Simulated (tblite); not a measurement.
Species: C6H14BNSe.
Numbering: `[CH3:1][N:2]([CH3:3])[B:4]1[CH2:5][CH2:6][Se:7][CH2:8][CH2:9]1` (hydrogens: H10, H11, H12 on C1; H13, H14, H15 on C3; H16, H17 on C5; H18, H19 on C6; H20, H21 on C8; H22, H23 on C9)

Computed with GFN2-xTB (tblite), gas phase: L-BFGS steps from a force-field or distance-geometry start until the largest atomic force falls under 0.01 eV/Å.

Step 22: E = -743.4407 eV
```
atom  x, y, z in Å  |  force x, y, z in eV/Å
C1     -2.3685   -0.1998   -1.0398   -0.226  -0.120  -0.164
N2     -1.3583   -0.0464   -0.0227    0.081  -0.073   0.107
C3     -1.9681    0.3388    1.2210   -0.155  -0.036   0.272
B4      0.0061   -0.3050   -0.1991    0.020  -0.101  -0.017
C5      0.8914   -1.1121    0.8683   -0.031   0.061   0.126
C6      2.2069   -0.5298    1.3698    0.138   0.172  -0.097
Se7     3.2954    0.1308   -0.1457   -0.153   0.138  -0.060
C8      1.8367    1.1696   -1.0211    0.282  -0.053   0.199
C9      0.6876    0.2781   -1.5130    0.177   0.259  -0.022
H10    -2.9917    0.6934   -1.1634    0.149   0.035  -0.001
H11    -3.0242   -1.0194   -0.7199   -0.168   0.042  -0.003
H12    -1.9715   -0.5089   -2.0034    0.278   0.235   0.044
H13    -2.8156   -0.3060    1.4660   -0.032  -0.097   0.120
H14    -1.2555    0.3295    2.0400    0.086  -0.094  -0.025
H15    -2.3520    1.3638    1.1295   -0.002  -0.037  -0.001
H16     1.1419   -2.0552    0.3595   -0.102   0.111   0.035
H17     0.3162   -1.3831    1.7528   -0.139  -0.093   0.094
H18     2.0742    0.2950    2.0800   -0.127   0.032  -0.236
H19     2.8222   -1.2820    1.8756   -0.045   0.009  -0.139
H20     2.3258    1.7616   -1.8031   -0.089  -0.274  -0.058
H21     1.4896    1.8795   -0.2580   -0.034  -0.179  -0.092
H22     1.0269   -0.4266   -2.2785    0.122   0.095   0.201
H23    -0.0202    0.9613   -1.9848   -0.030  -0.033  -0.282
```

Step 23: E = -743.4726 eV
```
atom  x, y, z in Å  |  force x, y, z in eV/Å
C1     -2.3644   -0.1744   -1.0399   -0.401  -0.099  -0.290
N2     -1.3519   -0.0443   -0.0316    0.098  -0.193   0.111
C3     -1.9615    0.3033    1.2181   -0.162  -0.031   0.393
B4      0.0055   -0.3172   -0.2094    0.107   0.040   0.060
C5      0.8839   -1.0950    0.8865   -0.040   0.065   0.080
C6      2.2108   -0.5114    1.3707   -0.018   0.067  -0.020
Se7     3.2874    0.1223   -0.1539   -0.043   0.140  -0.118
C8      1.8350    1.1656   -1.0230    0.182  -0.062   0.135
C9      0.6900    0.2676   -1.5201    0.176   0.236  -0.082
H10    -2.9687    0.7284   -1.1559    0.062   0.171   0.013
H11    -3.0447   -0.9769   -0.7274   -0.110   0.002   0.000
H12    -1.9852   -0.4713   -2.0102    0.347   0.127  -0.049
H13    -2.7953   -0.3643    1.4597   -0.005  -0.018   0.088
H14    -1.2394    0.2849    2.0269    0.082  -0.055   0.049
H15    -2.3537    1.3259    1.1459   -0.059  -0.048   0.039
H16     1.1216   -2.0522    0.3993   -0.053   0.085   0.053
H17     0.2962   -1.3414    1.7729   -0.032  -0.059   0.057
H18     2.0924    0.3242    2.0742   -0.145  -0.039  -0.261
H19     2.8182   -1.2699    1.8796   -0.043   0.068  -0.139
H20     2.3162    1.7633   -1.8074   -0.087  -0.284   0.001
H21     1.4858    1.8668   -0.2513   -0.034  -0.180  -0.147
H22     1.0345   -0.4428   -2.2778    0.179   0.080   0.204
H23    -0.0175    0.9358   -2.0163   -0.002  -0.014  -0.178
```

Step 24: E = -743.5042 eV
```
atom  x, y, z in Å  |  force x, y, z in eV/Å
C1     -2.3645   -0.1517   -1.0425   -0.366  -0.018  -0.262
N2     -1.3468   -0.0486   -0.0364    0.007  -0.273   0.056
C3     -1.9571    0.2677    1.2210   -0.091  -0.055   0.355
B4      0.0070   -0.3258   -0.2170    0.099   0.186   0.104
C5      0.8754   -1.0772    0.9053   -0.047   0.065   0.002
C6      2.2131   -0.4930    1.3703   -0.178  -0.048   0.028
Se7     3.2764    0.1157   -0.1646    0.134   0.084  -0.135
C8      1.8369    1.1616   -1.0228    0.003  -0.059   0.007
C9      0.6950    0.2629   -1.5264    0.077   0.108  -0.085
H10    -2.9434    0.7654   -1.1479   -0.017   0.258   0.024
H11    -3.0668   -0.9366   -0.7351   -0.058  -0.028  -0.040
H12    -1.9894   -0.4311   -2.0168    0.342   0.011  -0.109
H13    -2.7760   -0.4216    1.4569   -0.001   0.056   0.079
H14    -1.2215    0.2403    2.0151    0.049  -0.008   0.135
H15    -2.3552    1.2883    1.1615   -0.109  -0.072   0.096
H16     1.0997   -2.0458    0.4368   -0.001   0.041   0.065
H17     0.2744   -1.3034    1.7913    0.091  -0.016   0.019
H18     2.1067    0.3536    2.0624   -0.153  -0.074  -0.233
H19     2.8121   -1.2577    1.8808   -0.018   0.123  -0.118
H20     2.3049    1.7596   -1.8134   -0.031  -0.229   0.032
H21     1.4832    1.8532   -0.2465   -0.036  -0.116  -0.150
H22     1.0461   -0.4583   -2.2695    0.236   0.053   0.176
H23    -0.0148    0.9095   -2.0524    0.068   0.013  -0.044
```

Step 25: E = -743.5307 eV
```
atom  x, y, z in Å  |  force x, y, z in eV/Å
C1     -2.3689   -0.1365   -1.0471   -0.161   0.074  -0.148
N2     -1.3458   -0.0592   -0.0369   -0.122  -0.261   0.000
C3     -1.9558    0.2406    1.2287    0.018  -0.076   0.176
B4      0.0091   -0.3272   -0.2198   -0.003   0.264   0.090
C5      0.8676   -1.0630    0.9190   -0.047   0.046  -0.071
C6      2.2114   -0.4801    1.3688   -0.232  -0.109  -0.001
Se7     3.2680    0.1127   -0.1747    0.270  -0.005  -0.100
C8      1.8395    1.1582   -1.0220   -0.149  -0.049  -0.111
C9      0.7001    0.2630   -1.5308   -0.047  -0.057  -0.033
H10    -2.9234    0.7961   -1.1418   -0.053   0.252   0.029
H11    -3.0852   -0.9084   -0.7421   -0.029  -0.033  -0.112
H12    -1.9825   -0.3993   -2.0220    0.250  -0.064  -0.088
H13    -2.7629   -0.4630    1.4587   -0.030   0.085   0.100
H14    -1.2069    0.2073    2.0087    0.003   0.030   0.200
H15    -2.3573    1.2600    1.1737   -0.129  -0.106   0.145
H16     1.0824   -2.0388    0.4633    0.033  -0.002   0.057
H17     0.2587   -1.2781    1.8042    0.170   0.020   0.000
H18     2.1131    0.3757    2.0474   -0.153  -0.059  -0.158
H19     2.8066   -1.2470    1.8780    0.014   0.139  -0.071
H20     2.2960    1.7507   -1.8192    0.048  -0.124   0.020
H21     1.4818    1.8421   -0.2447   -0.040  -0.019  -0.115
H22     1.0603   -0.4687   -2.2571    0.260   0.013   0.130
H23    -0.0107    0.8900   -2.0825    0.129   0.042   0.059
```

Question: Estimate the geometry and energy of step 26. (The exact step hangs on the optimiser's Hessian estimate; all steps are aligned on step 25, rigid shifts and turns removed.)

Answer: E = -743.5543 eV, largest force 0.308 eV/Å
```
atom  x, y, z in Å  |  force x, y, z in eV/Å
C1     -2.3750   -0.1267   -1.0525    0.080   0.137  -0.011
N2     -1.3493   -0.0745   -0.0343   -0.213  -0.167  -0.035
C3     -1.9561    0.2212    1.2389    0.104  -0.085  -0.026
B4      0.0096   -0.3220   -0.2187   -0.126   0.248   0.042
C5      0.8606   -1.0528    0.9269   -0.036   0.018  -0.124
C6      2.2055   -0.4726    1.3659   -0.163  -0.101  -0.082
Se7     3.2655    0.1119   -0.1834    0.295  -0.080  -0.036
C8      1.8403    1.1553   -1.0219   -0.200  -0.043  -0.165
C9      0.7033    0.2644   -1.5330   -0.130  -0.186   0.041
H10    -2.9090    0.8203   -1.1376   -0.052   0.178   0.026
H11    -3.0999   -0.8912   -0.7497   -0.011  -0.009  -0.198
H12    -1.9673   -0.3765   -2.0248    0.108  -0.098  -0.018
H13    -2.7559   -0.4884    1.4650   -0.073   0.069   0.135
H14    -1.1967    0.1857    2.0082   -0.046   0.052   0.225
H15    -2.3607    1.2397    1.1838   -0.121  -0.129   0.174
H16     1.0701   -2.0323    0.4800    0.045  -0.045   0.020
H17     0.2506   -1.2639    1.8121    0.188   0.048   0.007
H18     2.1123    0.3906    2.0306   -0.148  -0.015  -0.066
H19     2.8026   -1.2372    1.8719    0.036   0.116  -0.006
H20     2.2908    1.7383   -1.8246    0.112  -0.004  -0.022
H21     1.4811    1.8345   -0.2454   -0.041   0.076  -0.070
H22     1.0772   -0.4744   -2.2426    0.241  -0.045   0.078
H23    -0.0041    0.8778   -2.1050    0.149   0.062   0.113
```

The energy changes by -0.0236 eV. The first-order estimate −F·Δx gives -0.0326 eV and the mean of the old and new forces, exact on a quadratic surface, -0.0237 eV. The step makes an angle of 69° with the force vector and moves no atom by more than 0.028 Å.

What follows is the cost of the whole relaxation. Time: 1.4 s wall. Hardware: an Arm Neoverse V2 with one thread, on a shared host.
